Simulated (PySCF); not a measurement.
C2H6N, SMILES [CH2]CN, multiplicity 2.

Geometry optimised at B3LYP-D3(BJ)/def2-TZVP. The isomer is the one that the SMILES or the coordinates give; other isomers of the formula were not compared. Other conformers were not sampled.

Method: B3LYP-D3(BJ)/def2-TZVP run with PySCF.

No scaling factor is applied to the harmonic values.

| mode | ν (cm⁻¹) | IR (km/mol) | moving atoms (share of kinetic energy) |
|---|---|---|---|
| 1 | 225 | 0.9 | H 95 % |
| 2 | 277 | 39.6 | H 91 %, C 8 % |
| 3 | 422 | 7.0 | H 46 %, C 30 %, N 24 % |
| 4 | 515 | 52.4 | H 74 %, C 23 % |
| 5 | 820 | 137.6 | H 79 %, N 15 % |
| 6 | 848 | 12.4 | H 67 %, C 20 %, N 13 % |
| 7 | 949 | 9.6 | C 44 %, H 43 %, N 13 % |
| 8 | 1089 | 5.5 | H 61 %, C 33 % |
| 9 | 1110 | 10.4 | C 48 %, H 36 %, N 16 % |
| 10 | 1157 | 0.9 | H 78 %, C 19 % |
| 11 | 1314 | 3.7 | H 81 %, C 11 % |
| 12 | 1403 | 8.1 | H 73 %, C 24 % |
| 13 | 1455 | 4.9 | H 79 %, C 21 % |
| 14 | 1483 | 4.8 | H 93 % |
| 15 | 1656 | 30.6 | H 92 % |
| 16 | 2923 | 81.0 | H 94 % |
| 17 | 2928 | 32.3 | H 92 % |
| 18 | 3148 | 10.4 | H 96 % |
| 19 | 3254 | 8.7 | H 89 %, C 11 % |
| 20 | 3486 | 0.6 | H 96 % |
| 21 | 3566 | 1.0 | H 92 %, N 8 % |
